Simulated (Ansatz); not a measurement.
`C[CH](C)[Cd][F]`, charge 0, multiplicity 1.

Problem. Give a relaxed structure at PBE0-D4/def2-TZVP (the Gaussian-basis code of Ansatz). (Estimate.)

Solution. The calculation gave: 
```xyz
12

C    -1.167   -0.094   -0.787
C     0.047   -0.419    0.070
C     1.309    0.237   -0.472
Cd   -0.277    0.069    2.100
F    -0.577    0.514    3.978
H    -2.070   -0.607   -0.448
H    -1.382    0.978   -0.804
H    -0.988   -0.399   -1.827
H     0.191   -1.503    0.080
H     2.202   -0.036    0.095
H     1.236    1.328   -0.471
H     1.476   -0.069   -1.513
```
Point group Cs.
This is one stationary point; other conformers may exist.
